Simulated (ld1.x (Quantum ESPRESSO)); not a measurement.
## Plane-wave convergence, TM potential for oxygen (O)

- Element: oxygen
- Generator: ld1.x (Quantum ESPRESSO) 7.5
- Type: norm-conserving Troullier–Martins (Kleinman–Bylander form)
- Functional: PBE
- Relativity: scalar-relativistic
- Frozen core: [He]
- Valence charge: 6
- Reference configuration: 2s1.5 2p4.5
- Partial waves: 2s (bound): rc 0.85 bohr; 2p (bound): rc 1.60 bohr
- Local potential: all-electron potential smoothed inside 0.75 bohr (lloc = -2)
- Core correction: none

The pseudo-atom Hamiltonian at the reference potential is diagonalised in spherical Bessel functions j_l(qr) that vanish at 20 bohr, with q² up to the cutoff. All-electron valence levels (Ry): 2s -1.7783, 2p -0.6795.

Question: How do the lowest levels (Ry) of each channel move with the cutoff, and are there ghosts?

Answer:

| cutoff (Ry) | s #1 | s #2 | p #1 | d #1 | d #2 | f #1 | Σ f·Δε (mRy) |
| --- | --- | --- | --- | --- | --- | --- | --- |
| 8 | -1.6062 | -0.0095 | -0.0765 | 0.0792 | 0.1869 | 0.1207 | 2971.7 |
| 21 | -1.6413 | -0.0105 | -0.4116 | 0.0792 | 0.1868 | 0.1207 | 1411.2 |
| 45 | -1.7441 | -0.0129 | -0.6724 | 0.0792 | 0.1868 | 0.1207 | 83.3 |
| 70 | -1.7734 | -0.0137 | -0.6792 | 0.0792 | 0.1868 | 0.1207 | 8.8 |
| 120 | -1.7754 | -0.0137 | -0.6795 | 0.0792 | 0.1868 | 0.1207 | 4.4 |
| 230 | -1.7782 | -0.0138 | -0.6795 | 0.0792 | 0.1868 | 0.1207 | 0.2 |
| 400 | -1.7783 | -0.0138 | -0.6795 | 0.0792 | 0.1868 | 0.1207 | 0.0 |

Result: no extra level below or beside the all-electron valence levels (s, p, d, f tested); 10 mRy is reached at 70 Ry and 1 mRy at 180 Ry.

Its largest configuration-test error is +3321 meV.
